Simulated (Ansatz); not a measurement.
`C[CH2][AlH][SH]` + `CNC` → `C[N](C)[AlH][SH]` + `CC`  (ligand exchange at the Al–C bond)

Calculated with Ansatz (gas phase, PBE0-D4/def2-TZVP geometries, no zero-point term in ΔE). CBS: MP2 limit from def2 TZ/QZ plus the TZ coupled-cluster correction, frozen cores. This one scheme is used for every species. DFT in def2-TZVPP. B3LYP here is the variant with VWN-RPA as its local correlation; programs differ in this. One conformer a species, not always the lowest.

| level | ΔE (kcal/mol) |
| --- | --- |
| PBE-D4 | -22.7 |
| BLYP-D4 | -24.6 |
| B3LYP-D4 | -24.5 |
| r2SCAN0-D4 | -23.9 |
| ωB97M-V | -23.3 |
| BLYP | -23.6 |
| BHLYP | -24.2 |
| CCSD(T)/def2-TZVPP | -24.6 |

What does CCSD(T)/CBS give? (An estimate is asked.)

Computed: -24.1 kcal/mol. The listed levels differ from it by 1.4, -0.5, -0.4, 0.2, 0.8, 0.5, -0.1, -0.5 kcal/mol.

Largest T1 diagnostic among the species: 0.012.

At CCSD(T), def2-SVP lies −1.4 kcal/mol from the extrapolated value and def2-TZVPP −0.5 kcal/mol. The D4 term adds −0.7 kcal/mol with B3LYP and −0.4 kcal/mol with PBE0; it sums over pairs of atoms, weighted by their polarisabilities, and B3LYP, whose exchange is more repulsive, gets the larger term.
